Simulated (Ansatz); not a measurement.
Molecule: Ag2 (charge 0, singlet). SMILES: [Ag][Ag]
Structure (B3LYP-D3(BJ)/def2-TZVP (Ansatz, a program for electronic structure) minimum search):
```
Ag
Ag 1 2.5966
```

Property: atomisation energy, in kcal/mol. Terms: def2 sets with scalar-relativistic core potentials past Kr; spin-orbit terms left out; valence correlation only (noble-gas shells and the d and f shells of earlier blocks); atomisation electronic, to ground-state atoms; UHF or UKS for open shells; LANL2DZ with its own core potentials from Na on. Ab initio and DFT rows: single points at B3LYP-D3(BJ) geometries (Ansatz).

```
level                            program  atomisation energy (kcal/mol)
------------------------  --------------  -----------------------------
HF/LANL2DZ                        Ansatz                            6.5
SVWN5/LANL2DZ                     Ansatz                           52.1
PBE/LANL2DZ                       Ansatz                           40.6
PBE/def2-SVP                      Ansatz                           40.4
BLYP/LANL2DZ                      Ansatz                           38.9
B3LYP/LANL2DZ                     Ansatz                           35.8
B3LYP/def2-SVP                    Ansatz                           35.2
PBE0/LANL2DZ                      Ansatz                           35.1
MP2/LANL2DZ                       Ansatz                           25.0
r2SCAN-D4/def2-TZVPD      Ansatz + dftd4                           39.9
B2PLYP-D3(BJ)/def2-TZVPD  Ansatz + dftd3                           36.3
```

No value to compare with is used here. The 9 habitual levels span 6.5 (HF/LANL2DZ) to 52.1 kcal/mol (SVWN5/LANL2DZ); r2SCAN-D4/def2-TZVPD gives 39.9.

The levels are drawn from those run, B3LYP/6-31G* more often than the rest, none by its result; runs whose electronic state is in doubt are left out.
